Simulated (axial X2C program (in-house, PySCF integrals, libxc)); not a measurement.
## Spin–orbit effects along a row: molecules with O, PBE0

Calculated with an in-house all-electron X2C program for linear molecules (integrals from PySCF), spin-free (one-electron X2C) or two-component (2c: spin–orbit coupling with atomic mean-field Coulomb and Gaunt terms, which also bring small scalar terms), in Dyall basis sets with cores contracted in-house; open shells are unrestricted.

Basis sets: In dyall-cv3z, Nb dyall-cv3z, O dyall-av3z, Rb dyall-cv3z, Rh dyall-cv3z, Sn dyall-cv3z, Sr dyall-cv3z, Tc dyall-cv3z, Y dyall-cv3z, Zr dyall-cv3z.

```tsv
molecule	spin-free state	Re (Å)	ωe (cm⁻¹)	De (eV)	2c state	Re 2c (Å)	ωe 2c (cm⁻¹)	De 2c (eV)
RbO	M_S = 1/2, Λ = 0	2.239	379.4	2.83	Ω = 1/2	2.238	379.4	2.83
SrO	M_S = 0, Λ = 0	1.895	704.9	4.28	Ω = 0	1.894	705.2	4.29
YO	M_S = 1/2, Λ = 0	1.773	890.6	7.30	Ω = 1/2	1.773	890.8	n/a
ZrO	M_S = 1, Λ = 2	1.713	974.9	7.85	Ω = 1	1.713	974.7	n/a
NbO	M_S = 3/2, Λ = 0	1.668	1033.3	7.40	Ω = 3/2	1.668	1033.3	n/a
TcO	M_S = 5/2, Λ = 0	1.712	928.1	5.43	Ω = 5/2	1.712	927.0	5.43
RhO	M_S = 3/2, Λ = 0	1.689	867.4	4.25	Ω = 3/2	1.690	865.8	n/a
InO	M_S = 1/2, Λ = 0	1.922	587.0	3.48	Ω = 1/2	1.922	587.2	n/a
SnO	M_S = 0, Λ = 0	1.818	869.8	5.37	Ω = 0	1.819	868.1	n/a
```

(1) Work out the shifts from the spin-free to the two-component result.

Each entry is the lowest single determinant of a limited PBE0 search at one distance. De goes to single-determinant-based atoms at the same level (for ions the charge split of lowest energy) and is withheld (n/a) where an atom does not fit its ground term or J level. Main or longest-lived isotopes. One determinant is a doubtful description, or other states lie close, for RbO, ZrO, NbO, TcO, RhO, InO; these need not be ground states, and all values refer to the states named. With several unpaired electrons the Ω given is that of one determinant, not necessarily of the lowest component. Some light 2c atoms are not at their ground J level, so De misses part of their lowering (0.04 eV or less). The functionals have no current term, which raises determinants with orbital currents.

Answers

(1) 

```
molecule  2c state  ΔRe (Å)  Δωe (cm⁻¹)  ΔDe (eV)
     RbO   Ω = 1/2   -0.001         0.0      0.00
     SrO     Ω = 0   -0.001         0.3      0.01
      YO   Ω = 1/2    0.000         0.2       n/a
     ZrO     Ω = 1    0.000        -0.2       n/a
     NbO   Ω = 3/2    0.000         0.0       n/a
     TcO   Ω = 5/2    0.000        -1.1      0.00
     RhO   Ω = 3/2    0.001        -1.6       n/a
     InO   Ω = 1/2    0.000         0.2       n/a
     SnO     Ω = 0    0.001        -1.7       n/a
```

Shifts of one unit in the last digit are rounding.
